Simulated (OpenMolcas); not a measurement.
# Os VII: effect of the level shift or regulariser

| Quantity | Value |
| --- | --- |
| Program | OpenMolcas |
| Basis | ANO-RCC-VTZP [8s7p5d3f2g1h] |
| Scalar Hamiltonian | DKH2, point nucleus |
| Active space | 2 electrons in 5 orbitals (5d) |
| State averaging | 2S+1 = 3 even, 10 roots; 2S+1 = 1 even, 15 roots |
| Spin-orbit coupling | state interaction with AMFI integrals over the reference wave functions, term energies averaged over their components |

Methods on the same reference wave functions:
A. CASSCF
B. SS-CASPT2, IPEA 0.25 Eh, imaginary shift 0.1 Eh (closed shells correlated: 5s 5p)
C. SS-CASPT2, IPEA 0.25 Eh, real shift 0.2 Eh (closed shells correlated: 5s 5p)
D. SS-CASPT2, IPEA 0.25 Eh, sigma2 regulariser 0.3 Eh (closed shells correlated: 5s 5p)

Energies in cm-1 above 5d2 3F2, the measured ground level; measured values from van het Hof, Joshi, Wyart and Sugar, J. Res. Natl. Inst. Stand. Technol. 100, 687 (1995).

```tsv
Level	A	B	C	D	Measured
5d2 3F2	0.0	0.0	0.0	0.0	0.0
5d2 3F3	10284	10610	10610	10610	10308
5d2 3P0	17985	16390	16390	16390	15837
5d2 3F4	18513	18530	18520	18530	
5d2 3P1	24195	22980	22970	22980	22098
5d2 1G4	33605	32120	32120	32120	31274
5d2 3P2 [56 %]	35603	33910	33930	33910	33127
5d2 1S0	63762	58600	58610	58600	57710
```

Deviations, from unrounded energies. A percentage is the sum of absolute deviations over the sum of measured energies, with the sign that they share, or ± where signs differ.

```csv
Against measurement,Levels,A,B,C,D
mean absolute deviation (cm-1),6,2500,710,710,710
fine structure of the ground term (%),1,-0.2,+2.9,+2.9,+2.9
other terms of the ground configuration (%),5,+9.4,+2.5,+2.5,+2.5
```

B, C, D lie about equally close to measurement and A furthest from it. The largest miss of B in the table is 5d2 1S0, by +890 cm-1. The ranking rests on the paired levels alone, and a cruder setting can come out closer through cancelling errors.

Among B to D the level of the table that moves most is 5d2 1S0, by 16 cm-1 (lowest in B, highest in C). Moves below CASPT2's spread within the term are not significant.

The two smallest mean deviations differ by little beside CASPT2's spread within terms, so their order carries little weight.

From A to B the spin-free energies of the other terms of 5d2 shown, above 3F, scale by factors of 0.88 to 0.89, as is usual when dynamic correlation screens the repulsion within a d or f shell.

The lowest spin-free term lies below A's lowest term by 0.219 hartree in B, 0.219 hartree in C, 0.219 hartree in D.

Term energies are means over components that CASPT2 splits; among the terms shown or strongly mixed into the levels shown the widest spread is 510 cm-1 (5d2 1G, B). Without dynamic correlation excited terms often stand tens of per cent too high (terms of higher spin than the ground term too low), and those without a measured partner can miss by more than the paired ones (holds for A). Computed and measured levels are paired by configuration, term and J; levels that our copy of the source lacks, or whose pairing is in doubt (as where it misses far off the trend of its configuration), stay unpaired and out of the deviations. Only configurations of the active space appear. Levels that lie high or do not pair safely by name in every column are left out.

A share in square brackets marks a mixed level and gives the weight of the term that names it, the lowest over the columns.
